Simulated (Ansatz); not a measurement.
Basis-set extrapolation for C2H9AlN2, SMILES `C[CH2][Al]([NH2])[NH2]` (PBE0-D4/def2-TZVP geometry, frozen core, Ansatz). Multiplicity 1, RHF reference.

```csv
,def2-TZVPP,def2-QZVPP
HF,-431.966568,-431.983883
MP2 correlation,-0.866887,-0.926323
CCSD(T) correlation,-0.946333,not run
```

Energies in hartree. Use E(X) = E(∞) + A·exp(−7.88·√X) for Hartree–Fock and E(X) = E(∞) + B·X^(−2.97) for correlation, with X = 3 and 4, and add CCSD(T) minus MP2 of the smaller set to the MP2 limit.

Task: What is the CCSD(T) energy at the basis-set limit?

Result: HF limit: -431.983883 + (-0.017315) × 0.13774 = -431.98627. MP2 limit: -0.926323 + (-0.059436) × 0.74074 = -0.97035. Higher-order term: -0.946333 − (-0.866887) = -0.07945. Total: -433.03607 hartree, 77.3 kcal/mol below CCSD(T)/def2-TZVPP.
